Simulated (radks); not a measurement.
The numbers below are computed, except where a source is named.
Initial-state core-level shifts of the terbium ion Tb2+ when its valence configuration changes from [Xe] 4f9. Code: a radial shooting solver on a logarithmic mesh with Libxc functionals. Model: scalar-relativistic Kohn-Sham, BLYP, spin-polarised, spherical densities, point nucleus; open shells are filled with parallel spins first (spin-orbit coupling, left out, can overturn this in heavy ions). Shifts are changes of the shell-averaged eigenvalues in eV (positive: less bound).

valence           1s       3d       4s       4p
4f7 6p2      -21.619  -24.493  -23.625  -23.281
4f8.5 6s0.5   -4.187   -4.772   -4.662   -4.600
4f7 6s2      -19.398  -22.271  -21.407  -21.065
4f7 5d2      -13.466  -16.234  -15.422  -15.068
4f8 6p1      -10.063  -11.314  -11.032  -10.893
4f7 6s1 6p1  -20.442  -23.324  -22.453  -22.110
4f8 6s1       -8.831  -10.096   -9.810   -9.669
4f8 5d1       -6.262   -7.486   -7.205   -7.056
4f7 5d1 6s1  -16.285  -19.114  -18.277  -17.929
